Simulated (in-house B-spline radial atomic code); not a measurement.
**Solving the quasi-particle equation for 4s of Se4+**

Configuration [Ar] 3d10 4s2, start Hartree-Fock, empty levels kept to 250 hartree. Computed with a B-spline radial code for spherical atoms: all electrons, scalar-relativistic (spin-free one-electron X2C), finite nucleus, each spin shell either full or empty, empty states to l = 9 with an (l + 1/2)⁻⁴ tail; G0W0 by contour deformation at full frequency.

At the mean-field level ε = -65.812 eV the matrix elements are Σx = -20.256 eV, v_xc = -20.256 eV and Σc(ε) = -1.956 eV, and the slope of the correlation self-energy is dΣc/dω = -0.0257. The quasi-particle energy solves E = ε + Σx − v_xc + Σc(E).

Question: What does the linearised equation give?

Answer: Z = 1/(1 − dΣc/dω) = 1/1.0257 = 0.9749. The first-order shift is Σx − v_xc + Σc(ε) = -20.256 − (-20.256) + (-1.956) = -1.956 eV, so E ≈ ε + Z × shift = -65.812 + 0.9749 × (-1.956) = -67.719 eV.

Question: How does that compare with the full solution and with static screening?

Answer: Solving the equation at full frequency dependence gives E = -67.719 eV, where Σc = -1.907 eV and the weight is 0.976; the linearised value is off by 0 meV. Leaving Z out would give -67.768 eV. Static COHSEX puts -3.567 eV in place of Σc and gives -69.379 eV, 1.66 eV deeper.
